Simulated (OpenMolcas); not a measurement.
Mo5+ (d1) among equal point charges was computed by CASSCF with the d shell active (OpenMolcas, ANO-RCC-VDZP on the metal). Its lowest spin-free states, and all those of the highest spin:

```
2S+1  Degeneracy  E (cm-1)
   2           2       0.0
   2           2     14858
   2           1     23215
```

**Question.** Is the site octahedral, tetrahedral or cube-like, axial, or of lower symmetry?

**Answer.** The states with 2S+1 = 2 have orbital degeneracies 2, 2, 1. There are pairs but no triples, so the site is axial: not cubic, but with a proper or improper axis of order three or more. The run had Mo5+ among 2 point charges of -2.5 e arranged as a linear pair (D∞h), 2.08 Å from the ion.

Point charges carry no covalency, so the field is a model and not that of real ligands. No measured value stands beside these numbers.
